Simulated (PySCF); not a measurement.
C₂H₉ClSi₂, SMILES CC[SiH2][SiH2]Cl (GFN2-xTB optimised geometry):

```
14

C      2.100    -0.261     1.192
C      1.505    -1.002     0.000
Si    -0.401    -1.002     0.000
Si    -1.176     1.183     0.000
Cl    -3.188     1.193    -0.271
H      3.188    -0.303     1.174
H      1.761    -0.703     2.126
H      1.802     0.786     1.183
H      1.878    -0.550    -0.921
H      1.869    -2.030     0.004
H     -0.840    -1.776    -1.172
H     -0.848    -1.760     1.180
H     -0.954     1.924     1.246
H     -0.635     2.030    -1.068
```

Level of theory: B3LYP/def2-TZVP (PySCF).

**Question.** What are the frontier orbital energies and the dipole moment?

**Answer.** HOMO-2 -8.62 eV, HOMO-1 -8.54 eV, HOMO -7.80 eV, LUMO -0.80 eV, LUMO+1 -0.08 eV; dipole moment 2.13 D.

Meta-Löwdin charges at B3LYP/def2-TZVP: C1 -0.32, C2 -0.41, Si3 0.40, Si4 0.46, Cl5 -0.30, H6 0.11, H7 0.11, H8 0.10, H9 0.11, H10 0.12, H11 -0.09, H12 -0.09, H13 -0.10, H14 -0.10.
